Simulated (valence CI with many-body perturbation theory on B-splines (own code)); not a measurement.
# Hf50+: magnetic and hyperfine properties of the levels

Calculated by relativistic CI+MBPT: four valence electrons over a frozen Dirac-Fock core [Ar], a basis of 9 s, 9 p, 10 d, 8 f, 5 g, 3 h, 1 i functions for each j, with the one-electron correlation potential Σ1 (screened to all orders), the two-electron term Σ2, the three-electron term Σ3, Breit, model QED; selected single and double excitations, second order for the rest (own B-spline code, finite nucleus).

The last digits are not significant, and no measured levels were compared; by estimate large intervals hold to a few tenths of a per cent, small ones and those within an open d or f shell to about a per cent. The list stops below the first excitations out of the core. Only levels of the ground parity were solved; by the run's estimate the other parity begins above the list, which can be wrong where configurations are misplaced.

A/g_I is the dipole constant over the nuclear g factor μ/I (μ in nuclear magnetons, uniformly magnetised nucleus), B/Q the quadrupole constant per barn. Both hold the static response of the core; the bare values leave it out. Large factors of s and p1/2 electrons are usually good to 5 to 10 %; those of open d and f shells near neutrality can be off by tens of per cent, and small factors of p3/2, d and f electrons come from cancelling terms and can be off by a factor of two or in sign, in half-filled shells by more. B is blank for J = 1/2, where it vanishes, and for nearly pure S terms. Energies count from the lowest level. Levels with J = 0 are left out.

Levels are named by their leading jj configuration (3d3/2^4 stands for four electrons in 3d with j = 3/2), which in mixed levels can hold well under half, so a name can repeat and another be missing. Letters in brackets count levels of one name in rising energy.

```csv
Level,E (cm⁻¹),g,A/g_I (MHz),A/g_I bare,B/Q (MHz/b),B/Q bare
(3d3/2^3 3d5/2) J=1,447240,1.490,-6050,-4610,17400,17600
(3d3/2^3 3d5/2) J=4,540580,1.063,57100,57300,6190,6110
(3d3/2^3 3d5/2) J=2,562380,1.204,38000,38700,50000,50500
(3d3/2^3 3d5/2) J=3,589510,1.120,51100,51500,40000,40400
(3d3/2^2 3d5/2^2) J=2 [a],968630,1.264,16800,17600,30900,31300
(3d3/2^2 3d5/2^2) J=4 [a],984430,1.141,45800,46300,-21300,-21600
(3d3/2^2 3d5/2^2) J=3 [a],1000200,1.171,37200,37800,7740,7810
(3d3/2^2 3d5/2^2) J=5,1029600,1.078,51900,52200,46600,47100
(3d3/2^2 3d5/2^2) J=6,1051900,1.068,55200,55500,58300,58900
(3d3/2^2 3d5/2^2) J=1,1068200,1.076,60700,61000,7670,7730
(3d3/2^2 3d5/2^2) J=3 [b],1094300,1.067,59000,59300,12200,12300
(3d3/2^2 3d5/2^2) J=4 [b],1096400,1.027,59200,59400,-15700,-15800
(3d3/2^2 3d5/2^2) J=2 [b],1111200,1.079,53400,53700,23200,23400
(3d3/2^2 3d5/2^2) J=2 [c],1209200,0.972,72400,72500,-6350,-6460
(3d3/2^2 3d5/2^2) J=4 [c],1250600,1.182,40300,40900,89400,90400
(3d3/2^2 3d5/2^2) J=2 [d],1347400,1.132,50600,51100,-28800,-29100
(3d3/2 3d5/2^3) J=4 [a],1503200,1.158,38100,38600,-47900,-48400
(3d3/2 3d5/2^3) J=3 [a],1513700,1.188,29900,30500,3150,3230
(3d3/2 3d5/2^3) J=1 [a],1553700,0.990,50800,50900,24100,24300
(3d3/2 3d5/2^3) J=5,1559100,1.134,45000,45400,-31800,-32200
(3d3/2 3d5/2^3) J=6,1564100,1.077,51200,51500,64700,65500
(3d3/2 3d5/2^3) J=2 [a],1624900,1.059,57500,57700,44800,45200
(3d3/2 3d5/2^3) J=3 [b],1640500,1.086,50500,50800,12800,13000
(3d3/2 3d5/2^3) J=3 [c],1757400,1.054,55700,56000,73100,73800
(3d3/2 3d5/2^3) J=1 [b],1761500,1.402,12000,13200,-37200,-37500
(3d3/2 3d5/2^3) J=4 [b],1763100,1.045,56300,56500,64300,65100
(3d3/2 3d5/2^3) J=2 [b],1795900,1.107,49500,49900,-91600,-92600
```

(1) Take the isotope of mass number 179, with I = 9/2, μ = -0.6389 μN and Q = 3.79 b. What is the hyperfine structure of (3d3/2^2 3d5/2^2) J=3 [a]?

## Answers

(1) From the table A = -5280 MHz, B = 29300 MHz. Shifts from the centre of gravity in MHz: F = 3/2: 101000, F = 5/2: 81200, F = 7/2: 55900, F = 9/2: 26300, F = 11/2: -5420, F = 13/2: -36600, F = 15/2: -64000.
